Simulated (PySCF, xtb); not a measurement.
C₂H₅ClSi, SMILES [SiH3]/C=C\Cl.

xtb 6.7.1 with GFN2-xTB at its own geometry gives an orbital gap of 4.18 eV and a dipole moment of 1.39 D.

Coordinates come from a ωB97X-D3(BJ)/def2-SVP optimisation. The structure was generated by enumeration; whether it is a known compound was not checked.

### Question
What does PBE/def2-TZVP (PySCF) give? (Estimate from the structure and the level; the computed values follow.)

### Answer
gap 4.66 eV (levels -6.53 and -1.87 eV), dipole 1.34 D.
